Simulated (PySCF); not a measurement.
In(NHMe)(OH)2 (CH6InNO2), SMILES [OH][In]([OH])[NH]C. The structure is a stationary point at PBE-D3(BJ)/def2-SVP. The structure was generated by enumeration; whether it is a known compound was not checked. The def2 effective core potentials stand for the cores of In; spin–orbit coupling is left out. One conformer was computed; it need not be the lowest.

Computed equilibrium geometry at PBE-D3(BJ)/def2-SVP (PySCF confirms it by a frequency run) as Cartesian coordinates in Å (one conformer of several):
```xyz
11

In    -0.0616    -0.0082     0.2956
N      0.8752    -0.6638    -1.4120
C      0.4442    -0.2032    -2.7262
H      1.0652    -1.6723    -1.4055
H     -0.4665    -0.7019    -3.1377
H      1.2592    -0.3482    -3.4724
H      0.2319     0.8851    -2.6989
O     -1.0694     1.7435     0.2404
H     -1.3530     1.9544     1.1516
O      0.1618    -0.7801     2.1599
H      0.7507    -1.5585     2.1175
```
